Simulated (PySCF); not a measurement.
# Molecular orbitals of PSe

revPBE at R = 2.036 Å; PySCF, no relativity, basis sets P def2-TZVPP, Se def2-TZVPP. State: ²Π (doublet), unpaired electrons π ↑. Only the outer orbitals are listed, counted within each symmetry.

```csv
spin,orbital,occ.,ε (eV),on P (%),main shells (%)
α,10σ,1,-18.48,30,"66 Se s, 24 P s"
α,11σ,1,-13.26,60,"58 P s, 27 Se s, 12 Se p"
α,12σ,1,-8.11,52,"45 Se p, 40 P p, 12 P s"
α,5π,1,-7.75,39,"60 Se p, 37 P p"
α,5π,1,-7.69,41,"58 Se p, 40 P p"
α,6π,1,-4.52,60,"58 P p, 39 Se p"
α,6π,0,-4.41,62,"61 P p, 36 Se p"
α,13σ,0,-0.37,62,"59 P p, 41 Se p"
α,14σ,0,3.25,72,"47 P p, 47 Se d, 25 P s"
β,10σ,1,-18.27,29,"66 Se s, 22 P s"
β,11σ,1,-12.73,59,"58 P s, 26 Se s, 14 Se p"
β,12σ,1,-7.86,54,"43 Se p, 39 P p, 14 P s"
β,5π,1,-7.63,36,"63 Se p, 34 P p"
β,5π,1,-7.05,32,"66 Se p, 30 P p"
β,6π,0,-4.17,64,"64 P p, 34 Se p"
β,6π,0,-3.40,68,"67 P p, 30 Se p"
β,13σ,0,-0.15,62,"59 P p, 42 Se p"
```

Problem. Which are the highest filled and the lowest empty level, where do they sit, and how wide is the gap?

Solution. Highest filled α 6π at -4.52 eV (in %: 58 P p, 39 Se p); lowest empty α 6π at -4.41 eV (in %: 61 P p, 36 Se p); the gap at revPBE is 0.11 eV. Both belong to one degenerate shell, split only by its one-sided filling, so this is no excitation gap.

- bond order (Mayer): 2.39
- ⟨S²⟩: 0.754
- charge on P (Mulliken, basis-dependent): 0.07
- charge on P (Löwdin, basis-dependent): -0.02
- dipole moment (positive dipole means P(−)Se(+)): -0.10 D

Spin–orbit coupling is left out. The state was picked by a PBE0 search and need not be the measured ground state.
